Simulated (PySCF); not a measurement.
Ligands exchanged one at a time, Sn Br-OCH3. Isolated molecules, 0 K electronic values unless said otherwise. One relaxed conformer stands for each flexible species; it need not be the lowest. Strings in code marks are SMILES. In the def2 sets, heavy atoms carry core potentials. All members: neutral, multiplicity 1. Level: TPSSh-D3(BJ)/def2-TZVP // CAM-B3LYP-D3(BJ)/def2-SVP (PySCF), beside PBE-D3(BJ)/def2-TZVP // CAM-B3LYP-D3(BJ)/def2-SVP (PySCF) at the same geometries. 

```
species                                                                      HOMO–LUMO gap, PBE (eV)  HOMO–LUMO gap, TPSSh-D3(BJ) (eV)
---------------------------------------------------------------------------  -----------------------  --------------------------------
`C[O][Sn]([Br])([Br])[Br]` (C–O–Sn–Br torsion 61°)                                              2.99                              4.15
`[Br][Sn]([Br])([Br])[Br]`                                                                      3.23                              4.24
`C[O][Sn]([Br])([Br])[O]C` (C–O–Sn–Br torsion -174°, Br–Sn–O–C torsion 65°)                     3.24                          withheld
`C[O][Sn]([Br])([O]C)[O]C`                                                                      3.48                              4.73
`C[O][Sn]([O]C)([O]C)[O]C`                                                                      3.77                              5.09
```

Problem. Fit y = a + b·x, y being the HOMO–LUMO gap at the first level, to the 4 complete rows by least squares, with x = the PBE value in eV. Give a, b and the rms residual, and predict the withheld value.

Solution. Means of the 4 rows: x̄ = 3.3675, ȳ = 4.5525 eV. Σ(x − x̄)² = 0.33607 and Σ(x − x̄)(y − ȳ) = 0.43122, so b = 1.283 and a = ȳ − b·x̄ = 0.232 eV. The rms residual is 0.082 eV. At x = 3.24 the line gives 4.39 eV. The run for `C[O][Sn]([Br])([Br])[O]C` (C–O–Sn–Br torsion -174°, Br–Sn–O–C torsion 65°) gave 4.44 eV, so the line is off by 0.05 eV, within twice the rms residual.

Codes: PySCF.
